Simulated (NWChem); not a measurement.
System: CrHSO2Cl; SMILES [Cr]([OH])([Cl])(=[S])=[O]

```xyz
6

Cr    -0.2560     0.1385    -0.0149
O     -1.0624     0.2112     1.3132
S      1.1589     1.5596    -0.0314
Cl     0.6760    -1.7855    -0.1338
O     -1.3114     0.3869    -1.3762
H     -2.2457     0.1480    -1.1930
```
Atoms are numbered in this order, from 1.

Level: PBE-D3(BJ)/def2-SVP (NWChem), optimised geometry, unscaled harmonic frequencies. 

Q: List the harmonic frequencies with IR intensities, and the thermochemistry.

A: 
```tsv
frequency (cm⁻¹)	IR intensity (km/mol)
162	0.7
197	1.1
236	1.7
269	7.9
308	11.0
386	63.7
442	50.0
588	52.0
732	199.1
778	5.9
1091	100.1
3662	213.8
```

The zero-point energy is 12.6 kcal/mol and the thermal correction to the enthalpy at 298.15 K (with zero-point energy) is 17.2 kcal/mol. The heat capacity Cv is 20.5 cal/(mol K) and the entropy at 298.15 K and 1 atm (symmetry number 1) is 81.2 cal/(mol K). The dipole moment comes out as 1.86 D.

Rigid rotor and harmonic oscillator.
